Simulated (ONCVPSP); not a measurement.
# What the settings do to the ONCV potential of ruthenium

Base potential:

ruthenium, optimised norm-conserving Vanderbilt (ONCV), made with ONCVPSP 4.0.1 (PBEsol, scalar-relativistic). Core [Ar] 3d10, reference 4s2 4p6 4d7 (charge +1). Waves: 4s: rc 1.05 bohr, ncon 3, nbas 6, qcut 5.5 1/bohr, 2 projectors, debl 1.5 Ha; 4p: rc 1.05 bohr, ncon 4, nbas 7, qcut 6.2 1/bohr, 2 projectors, debl 2 Ha; 4d: rc 1.40 bohr, ncon 4, nbas 8, qcut 6.9 1/bohr, 2 projectors, debl 3.1 Ha. Local part: polynomial inside 0.75 bohr (lpopt 2, dvloc0 0 Ha). Core correction: Teter function fitted to the true core (icmod 2), fcfact 0.6.

In the s channel the program set the typed energies aside and used -3.076, 0.250 Ha.

All-electron outer shells of the reference configuration (PBEsol, scalar-relativistic, ld1.x):

| shell | level (eV) | outermost node (bohr) | outermost maximum (bohr) |
| --- | --- | --- | --- |
| 4s | -83.70 | 0.48 | 0.92 |
| 4p | -53.81 | 0.49 | 0.98 |
| 4d | -12.55 | 0.48 | 1.21 |

Cutoffs, loose and tight: the cutoffs (Ha) at which the residual kinetic energy of the hardest occupied pseudo-wave falls to 1 and 0.1 mHa per electron. They do not see the model core or the augmentation charge, which bear on the density cutoff. Test errors are all-electron minus pseudo excitation energies from the reference, over the configurations 4s2 4p6 4d7 5s1; 4s2 4p6 4d6; 4s2 4p6 4d5; 4s2 4p6 4d7 5p1. A dash means not determined; rows that change the core or the reference have their own tests.

```csv
change,outcome,bound ghosts,GHOST(+) flags above zero,largest test error (meV)
base,"generated, projector energies reset by the program",none,s,+0.9
p: rc 1.46,"generated, projector energies reset by the program",none,s,+1.5
d: nproj 3,"generated, projector energies reset by the program",none,s,+0.8
"all radii but the core radius scaled by about 1.10 (s 1.16, p 1.16, d 1.54 bohr); local potential polynomial inside 0.82 bohr (lpopt 2, dvloc0 0 Ha)","generated, projector energies reset by the program",none,s,+2.6
d: nbas 7,"generated, projector energies reset by the program",none,s,+0.8
s: qcut 5.2; p: qcut 5.9; d: qcut 6.6,"generated, projector energies reset by the program",none,s,+1.2
"local potential polynomial inside 0.75 bohr (lpopt 2, dvloc0 -2.5 Ha)","generated, projector energies reset by the program",none,s,+0.9
```

Question: What comes out with this change to the base: d: rc 1.96?

Answer: outcome: generated, projector energies reset by the program; bound ghosts: none; GHOST(+) flags above zero: s; largest test error (meV): +22.
